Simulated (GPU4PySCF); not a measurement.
BCzBN core (C30H17BN2), SMILES c1ccc2c3n(-c4c5c(ccc4)-n4c6c(cccc6B5c31)c1ccccc14)c1ccccc21.

Coordinates come from a PBE-D3(BJ)/def2-SVP optimisation.

Method: GPU4PySCF with PBE-D3(BJ)/def2-SVP.

Harmonic, unscaled wavenumbers; measured fundamentals usually lie a few per cent lower.

Computed normal modes with their intensities:
```tsv
mode	ν (cm⁻¹)	IR (km/mol)	moving atoms (share of kinetic energy)
1	11	0.0	C 87 %, H 12 %
2	31	0.1	C 86 %, H 10 %
3	82	0.5	C 79 %, H 14 %
4	83	0.4	C 70 %, N 18 %, H 12 %
5	102	0.1	C 82 %, H 18 %
6	111	2.4	C 80 %, H 14 %
7	128	0.3	C 81 %, H 12 %
8	153	0.3	C 81 %, H 15 %
9	157	0.0	C 80 %, H 15 %
10	193	0.0	C 79 %, H 18 %
11	200	0.3	C 88 %, H 8 %
12	238	0.8	C 84 %, H 13 %
13	251	0.1	C 87 %, H 11 %
14	265	0.6	C 85 %, H 12 %
15	287	0.7	C 85 %, H 13 %
16	288	1.2	C 83 %, H 11 %
17	294	0.0	C 84 %, H 14 %
18	326	6.2	C 78 %, H 12 %, N 10 %
19	349	0.1	C 52 %, N 27 %, B 13 %
20	368	4.1	C 64 %, N 25 %, H 10 %
21	399	0.1	C 86 %, H 8 %
22	427	7.8	C 72 %, H 21 %
23	427	0.0	C 75 %, H 24 %
24	444	0.4	C 75 %, H 12 %, B 10 %
25	449	0.7	C 86 %
26	457	2.3	C 83 %, H 12 %
27	460	10.2	C 91 %, H 9 %
28	496	0.2	C 80 %, H 20 %
29	504	2.6	C 82 %, H 18 %
30	523	3.3	C 85 %, H 11 %
31	549	3.5	C 88 %, H 10 %
32	559	0.0	C 70 %, H 20 %, N 11 %
33	571	0.1	C 74 %, H 20 %
34	580	0.2	C 80 %, H 19 %
35	587	6.4	C 56 %, N 25 %, H 19 %
36	603	11.5	C 87 %
37	614	0.1	C 76 %, N 10 %, B 9 %
38	628	19.8	C 77 %, N 13 %, H 10 %
39	632	0.2	C 90 %
40	640	2.5	C 73 %, N 14 %, H 11 %
41	643	2.2	C 80 %, H 10 %
42	656	30.5	C 51 %, B 28 %, H 18 %
43	666	2.9	C 83 %, H 10 %
44	716	5.8	C 80 %, H 10 %
45	721	0.3	C 89 %
46	732	0.7	H 73 %, C 26 %
47	733	65.4	H 71 %, C 25 %
48	739	4.8	H 68 %, C 29 %
49	743	0.5	H 71 %, C 29 %
50	756	61.1	H 65 %, C 34 %
51	763	12.5	C 74 %, H 23 %
52	764	0.0	C 71 %, H 23 %
53	779	1.1	C 87 %
54	804	3.7	C 78 %, H 13 %
55	806	18.4	C 75 %, H 22 %
56	819	0.5	C 74 %, H 23 %
57	834	1.5	C 68 %, H 22 %
58	849	0.3	H 54 %, C 45 %
59	854	0.0	C 50 %, H 49 %
60	864	1.6	H 66 %, C 34 %
61	887	8.2	C 63 %, B 26 %, H 10 %
62	895	0.0	H 65 %, C 35 %
63	909	0.6	H 66 %, C 33 %
64	912	0.1	C 65 %, N 27 %
65	912	1.9	C 58 %, N 32 %, H 9 %
66	922	0.2	C 63 %, N 26 %, H 9 %
67	926	0.9	H 67 %, C 32 %
68	926	0.1	H 69 %, C 31 %
69	949	9.6	C 74 %, B 17 %
70	959	0.5	H 74 %, C 26 %
71	961	0.1	H 70 %, C 30 %
72	966	0.1	H 72 %, C 28 %
73	967	0.0	H 75 %, C 25 %
74	967	0.4	H 75 %, C 25 %
75	1020	0.2	C 76 %, H 16 %
76	1026	3.7	C 51 %, H 49 %
77	1033	17.9	C 52 %, H 46 %
78	1048	0.0	H 55 %, C 44 %
79	1049	2.1	C 79 %, H 18 %
80	1071	10.1	C 51 %, H 48 %
81	1088	3.6	H 62 %, C 36 %
82	1106	5.3	H 64 %, C 31 %
83	1114	71.0	H 67 %, C 31 %
84	1119	0.6	H 55 %, C 44 %
85	1136	6.5	H 92 %
86	1139	2.0	H 78 %, C 20 %
87	1147	0.3	H 74 %, C 26 %
88	1162	1.1	H 85 %, C 15 %
89	1172	31.0	H 60 %, C 36 %
90	1178	21.3	C 59 %, H 39 %
91	1188	4.1	C 53 %, H 46 %
92	1190	8.6	C 48 %, H 40 %
93	1232	203.8	C 52 %, H 34 %, N 14 %
94	1241	41.1	C 56 %, H 22 %, N 12 %, B 10 %
95	1250	3.0	C 52 %, H 45 %
96	1264	144.6	H 45 %, C 43 %
97	1279	0.5	C 40 %, H 37 %, N 12 %, B 11 %
98	1291	24.6	C 44 %, H 42 %, N 11 %
99	1305	1.2	C 65 %, H 34 %
100	1321	43.9	C 47 %, H 37 %, N 15 %
101	1331	0.1	C 57 %, B 22 %, N 12 %, H 9 %
102	1361	0.8	C 66 %, H 22 %, N 12 %
103	1367	0.1	C 91 %
104	1390	15.4	C 83 %, H 10 %
105	1398	7.4	C 80 %, H 14 %
106	1402	10.2	C 78 %, H 17 %
107	1412	249.8	C 85 %, N 8 %
108	1413	3.2	C 87 %, H 11 %
109	1419	48.1	C 71 %, N 16 %, H 13 %
110	1436	64.6	C 76 %, H 19 %
111	1442	440.6	C 72 %, H 22 %
112	1452	16.3	C 71 %, H 22 %
113	1464	98.1	C 75 %, H 19 %
114	1469	161.0	C 75 %, H 21 %
115	1478	22.0	C 73 %, H 20 %
116	1489	385.5	C 74 %, H 16 %
117	1496	11.2	C 75 %, H 16 %
118	1578	15.0	C 93 %
119	1590	16.6	C 92 %
120	1591	36.0	C 94 %
121	1596	12.2	C 94 %
122	1601	266.6	C 93 %
123	1611	13.7	C 94 %
124	1612	21.7	C 94 %
125	1612	105.4	C 92 %
126	1633	2.0	C 95 %
127	1635	0.8	C 95 %
128	3114	1.0	H 92 %
129	3115	2.9	H 92 %
130	3116	0.4	H 92 %
131	3116	0.0	H 92 %
132	3124	1.5	H 92 %, C 8 %
133	3124	0.1	H 92 %, C 8 %
134	3124	16.8	H 92 %, C 8 %
135	3128	13.9	H 91 %, C 9 %
136	3129	16.9	H 91 %, C 9 %
137	3138	40.2	H 91 %, C 9 %
138	3138	2.7	H 91 %, C 9 %
139	3143	0.1	H 91 %, C 9 %
140	3151	21.4	H 92 %, C 8 %
141	3173	0.4	H 91 %, C 9 %
142	3174	2.1	H 91 %, C 9 %
143	3197	0.0	H 92 %, C 8 %
144	3198	1.5	H 92 %, C 8 %
```
